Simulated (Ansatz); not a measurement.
Ansatz (a quantum-chemistry and plane-wave program) input (RI-MP2/cc-pVTZ):
A basis named .json is the Basis Set Exchange file of that set.

Ansatz 0.2 input:
```yaml
crystal:
  periodic: [false, false, false]
  atoms:
    - {symbol: B, position_ang: [-0.18160485, 0.04370785, -0.03515311]}
    - {symbol: F, position_ang: [-0.39392446, 1.29114953, -0.24090304]}
    - {symbol: F, position_ang: [-0.97782706, -0.96100242, -0.02462587]}
    - {symbol: O, position_ang: [1.22471934, -0.29476005, 0.23706800]}
    - {symbol: H, position_ang: [1.93393679, 0.37835662, 0.25821817]}
    - {symbol: H, position_ang: [1.52209645, -1.21013946, 0.41076358]}
basis:
  gaussian:
    orbitals: cc-pVTZ
    fitting: {mean_field: def2-universal-jkfit, correlation: cc-pVTZ-RIFIT.json}
total_charge: 1
magnetization: {spin_polarized: false}
correlation: {method: mp2, electrons: outside_noble_gas}
```

Output:

```
Functional definition: HF
integrals: 0.07 GiB planned
342 factors; integrals over basis functions are off by at most 8.9e-1 eV
384 factors; integrals over basis functions are off by at most 6.1e-1 eV
mean field: 0.28 GiB planned
mean field evaluation 1: about -8146.6999 eV, gradient 6.2e1 eV
mean field evaluation 2: about -8150.4299 eV, gradient 3.7e1 eV
mean field evaluation 4: about -8152.0124 eV, gradient 8.7e-1 eV
mean field evaluation 8: about -8152.0138 eV, gradient 1.7e-6 eV
mean field -8152.01377343 eV, -299.5809805401 hartree, gradient 1.7e-6 eV, S^2 0.000000; 0 other end points of the search recorded, 0 dependent functions left out
4 core orbitals not correlated
reference -8152.01377343 eV, -299.5809805401 hartree; 12, 12 occupied and 132, 132 virtual orbitals, 384 factors
second order -22.55554210 eV of doubles, -0.00000000 eV of singles
Total energy: -8174.56931553 eV, -300.4098814235 hartree
```

It need not be the lowest isomer of its formula.
